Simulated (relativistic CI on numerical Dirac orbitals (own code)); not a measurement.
Hyperfine structure of Re68+, mass number 185

Computed by Dirac-Coulomb-Breit CI, KLI orbitals optimised for each configuration, a model potential for QED, unscaled Slater integrals (own radial code, finite nucleus).

Configurations in the expansion (outside the closed core 1s2): 2s²2p³, 2s2p⁴, 2p⁵, 2p⁴3s, 2p⁴3p, 2s²2p²3s, 2p⁴3d, 2s²2p²3p, 2s²2p²3d, 2s2p³3s, 2s2p³3p, 2s2p³3d, 2s²2p²4s, 2s²2p²4p, 2s²2p²4d, 2s²2p²4f. Levels of other configurations are missing.

Nuclear spin I = 5/2, μ = 3.176 μN, Q = 2.07 b (tables of Stone and Pyykkö). The electronic factors are computed for point nuclear moments, without core polarisation or the Bohr-Weisskopf and QED corrections.

```csv
Level,E (Ry),A (GHz),B (GHz)
2s²2p³ ²D°5/2,110.385,2950,-7.39
2s²2p³ ²P°1/2,114.357,10260,
2s2p⁴ ⁴P5/2,134.739,7242,420
2s2p⁴ ²S1/2,142.760,31720,
2s2p⁴ ²P3/2,142.866,-5005,-344
2s²2p³ ²P°3/2,223.285,1137,-3680
2s2p⁴ ⁴P3/2,245.508,7376,-2790
2s2p⁴ ²D5/2,248.591,9099,-4010
```

Levels with J = 0, under 50 % of one LS term, or S terms without an open s electron are left out. Small factors come from cancelling terms and can be off by tens of per cent or more.

At this charge energies of transitions that change n are usually good to better than 1 %, and those within a shell (Δn = 0) to a few per cent.

Q: Give the hyperfine levels of 2s²2p³ ²P°1/2 relative to its centre of gravity.

A: With K = F(F + 1) − I(I + 1) − J(J + 1), E = AK/2: F = 2: -17960, F = 3: 12830 GHz.

LS names give the leading component of a level, which can be under half, so a name can repeat, a term be missing and a line seem to break the LS rules.
